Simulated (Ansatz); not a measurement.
The same path of ClGeH₆OSbSi (11 atoms, charge 0, multiplicity 1) was run twice with different band settings. The coordinate that changes most is the dihedral H6–O1–Si2–Sb3.

The calculation used Ansatz 0.2.0, RKS B3LYP-D4/def2-SVP.

Relaxed end points:

```xyz
11
Properties=species:S:1:pos:R:3
O -0.321 1.222 1.419
Si 1.145 1.216 0.629
Sb 1.556 -0.940 -0.816
Ge -1.064 -1.302 -0.945
Cl -2.008 0.694 -1.253
H -1.093 1.301 0.834
H 1.300 2.378 -0.296
H 2.203 1.254 1.672
H 1.599 -1.908 0.611
H -1.532 -2.116 -2.171
H -1.720 -1.855 0.336
```

```xyz
11
Properties=species:S:1:pos:R:3
O -0.364 0.960 1.595
Si 1.074 1.143 0.760
Sb 1.495 -0.808 -0.928
Ge -1.126 -0.972 -1.266
Cl -1.731 1.017 -1.970
H -0.461 0.167 2.135
H 0.967 2.421 0.015
H 2.251 1.193 1.683
H 1.435 -1.946 0.372
H -1.529 -1.960 -2.383
H -1.945 -1.273 0.007
```

Common settings: spring 5.0 eV/Å²; optimiser quadratic models (default); start path IDPP; force threshold 0.03 eV/Å; end points relaxed.

| run | movable images | climbing image | iteration limit |
| --- | --- | --- | --- |
| 1 | 7 | yes | 25 |
| 2 | 6 | no | 24 |

Question: What does each run give, and how far can it be trusted?

Answer: Run 1: converged after 18 iterations, highest image 0.201 eV above the first end. A vibrational analysis at the climbing image gives one clearly imaginary mode, 267i cm⁻¹: a first-order saddle point.
Run 2: converged after 14 iterations, highest image 0.200 eV above the first end. No image climbed, so the highest image needn't sit at the top of the path.
